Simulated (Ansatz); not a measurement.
Born–Oppenheimer molecular dynamics of ClF2H3W (7 atoms, charge 0, multiplicity 1). It starts from a relaxed structure.

Level of theory: RKS PBE0/def2-SVP in Ansatz.

| Quantity | Value |
| --- | --- |
| ensemble | NVE (velocity Verlet) |
| time step | 0.5 fs |
| steps asked | 100 |
| starting velocities drawn for | 1500 K |
| seed | 29491 |

First frame:

```xyz
7
Properties=species:S:1:pos:R:3
W 0.000 -0.328 0.078
Cl 0.000 -0.146 2.310
H 1.313 0.706 0.037
H 0.000 1.396 -0.060
H -1.313 0.706 0.037
F 0.000 -2.231 -0.101
F 0.000 -0.234 -1.761
```

(1) How far do the bonds stretch over the last three quarters of this one trajectory? (Pairs bonded in most of those frames.)

Results:

(1) 
```
  bond  mean (Å)  spread (Å)  shortest  longest
W1–Cl2     2.291       0.030      2.22     2.32
 W1–H3     1.700       0.087      1.57     1.83
 W1–H4     1.756       0.128      1.57     1.94
 W1–H5     1.671       0.032      1.62     1.73
 W1–F6     1.904       0.022      1.88     1.94
 W1–F7     1.837       0.022      1.81     1.87
```

Mean temperature of the second half: 739 K. The conserved energy stayed within 0.52 meV per atom of its start (net change 0.39 meV per atom), so the integration is sound. A run of 0.05 ps of so small a system gives no equilibrium averages.

Run time: 5 min on 2 threads of Arm Neoverse V1 (shared host), peak memory 0.19 GiB.
